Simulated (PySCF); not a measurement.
## Dipole moment and polarisability across levels of theory

Species: hexanal, C6H12O.
SMILES: `CCCCCC=O`

PySCF, dipoles from the SCF density, polarisabilities from static response with core orbitals frozen. Geometry: PBE0-D3(BJ)/def2-SVP, one conformer, isolated molecule.

Question: How do dipole and polarisability depend on functional and basis here?

Answer: 

```csv
level,μ (D),α (Å³),anisotropy (Å³)
LDA/def2-SVPD,2.703,12.29,4.43
PBE/def2-SVPD,2.606,12.10,4.35
B3LYP/def2-SVPD,2.719,11.70,3.93
PBE0/def2-SVPD,2.727,11.59,3.94
BHandHLYP/def2-SVPD,2.859,11.25,3.58
CAM-B3LYP/def2-SVPD,2.786,11.50,3.71
wB97X-D/def2-SVPD,2.772,11.50,3.73
LC-wPBE/def2-SVPD,2.789,11.20,3.55
HF/def2-SVPD,3.040,10.82,3.15
PBE0/6-31G*,2.497,9.80,3.26
PBE0/6-31+G*,2.724,10.85,3.53
PBE0/def2-SVP,2.500,10.14,3.36
PBE0/aug-cc-pVDZ,2.671,11.85,4.14
PBE0/def2-TZVP,2.626,11.33,3.89
```

The anisotropy is √(½[(α1 − α2)² + (α2 − α3)² + (α3 − α1)²]). The dipole runs from 2.50 D (PBE0/6-31G*) to 3.04 D (HF/def2-SVPD). No reference polarisability is at hand; against PBE0 in the largest diffuse basis at hand (aug-cc-pVDZ) the other PBE0 rows deviate by 6-31G* -17%, 6-31+G* -8%, def2-SVP -14%, def2-SVPD -2%, def2-TZVP -4%. In one basis (def2-SVPD) the functionals order the polarisability from HF (lowest) to LDA (highest), a spread of 14%. With PBE0 the polarisability is 10.42 Å³ without diffuse functions (mean of 6-31G*, def2-SVP and def2-TZVP) and 11.43 Å³ with them (mean of 6-31+G*, def2-SVPD and aug-cc-pVDZ).
